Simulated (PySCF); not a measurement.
# SMILES C(C)(=O)c1pccs1, C₅H₅OPS

Geometry (Å), atoms numbered from 1 in this order:
```xyz
13

C    -2.360   -0.018   -0.408
C    -1.378   -0.003    0.734
O    -1.709    0.022    1.902
C     0.036   -0.007    0.396
P     1.206    0.084    1.667
C     2.552    0.051    0.526
C     2.264   -0.027   -0.796
S     0.613   -0.083   -1.237
H    -2.216    0.868   -1.024
H    -2.194   -0.895   -1.031
H    -3.375   -0.030   -0.020
H     3.573    0.093    0.868
H     2.983   -0.057   -1.596
```

Method: GIAO CAM-B3LYP/pcSseg-1 magnetisability, rotational g tensor and spin-rotation constants, non-relativistic, gas phase (PySCF). Geometry: GFN2-xTB.

(1) Give the nuclear spin-rotation constants along the inertial axes (H = +C I·J) beside the isotropic shieldings.

(2) How do the rotational constants and the g tensor change when H9, H10, H11, H12, H13 are replaced by deuterium?

Results:

(1) Rotational constants 2.5015, 1.3615, 0.8867 GHz. A star marks the isotopologue with that one atom substituted, in its own axes.
```csv
atom,isotope,Caa (kHz),Cbb (kHz),Ccc (kHz),mean (kHz),σ (ppm)
P5,31P,8.417,3.252,1.272,4.314,-10.3
H9,1H,-0.262,-0.092,-0.010,-0.121,29.1
H10,1H,-0.258,-0.074,-0.023,-0.118,29.0
H11,1H,0.108,-0.152,-0.105,-0.050,29.5
H12,1H,0.196,-0.072,-0.097,0.009,23.5
H13,1H,0.103,-0.039,-0.094,-0.010,23.7
C1,13C*,0.379,0.203,0.162,0.248,155.4
C2,13C*,1.407,0.637,0.192,0.746,-12.5
O3,17O*,-1.826,-1.214,-0.056,-1.032,-290.7
C4,13C*,1.498,0.615,0.193,0.768,-14.9
C6,13C*,1.250,0.589,0.129,0.656,25.3
C7,13C*,1.248,0.513,0.155,0.639,30.5
S8,33S*,1.169,0.597,0.283,0.683,171.9
```
For the geometry as given, no vibrational averaging.

(2) Constants 2.3683, 1.2187, 0.8129 GHz; g -0.0590, -0.0275, 0.0053, against -0.0618, -0.0309, 0.0059 before.
